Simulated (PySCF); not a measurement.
Numbering as in the mapped SMILES `[CH:1]#[C:2][P:3]([CH:4]([CH3:5])[CH3:6])[CH:7]([CH3:8])[CH3:9]`; H(Xn) means a hydrogen on atom n.

All values are calculated (PySCF 2.14.0 with density-fitted response routines): shieldings: GIAO PBE0/pcSseg-1, geometry: GFN2-xTB. Equivalent nuclei averaged, relativity neglected, no solvent, one conformer.

δ = σ(ref) − σ, references computed at the same level: TMS for ¹³C and ¹H; H3PO4 for ³¹P.

| atoms | nucleus | count | δ (ppm) |
| --- | --- | --- | --- |
| C4/C7 | ¹³C | 2 | 30.7 |
| C1 | ¹³C | 1 | 102.4 |
| H(C4)/H(C7) | ¹H | 2 | 1.92 |
| H(C5)/H(C6)/H(C8)/H(C9) | ¹H | 12 | ? |
| C5/C6/C8/C9 | ¹³C | 4 | 21.1 |
| H(C1) | ¹H | 1 | 2.36 |
| P3 | ³¹P | 1 | -35.4 |
| C2 | ¹³C | 1 | ? |

Fill in the missing shifts.

Results:


- C2: 89.8 ppm, alkyne carbon; the triple bond shields along its axis, which puts it between sp3 and sp2 carbons
- H(C5)/H(C6)/H(C8)/H(C9): 1.26 ppm, hydrogen on a methyl carbon

Shifts are as computed. Against solution values, carbons near 30 ppm lie about +3 ppm off and those near 130 ppm about +5 ppm. Of 1211 compounds with measured shifts, 218 miss one by over three times the rms of a fit or turn the order of signals round; such compounds aren't used in these exercises. Experimental scales use liquid or dissolved standards, which lie at an offset from isolated H3PO4.
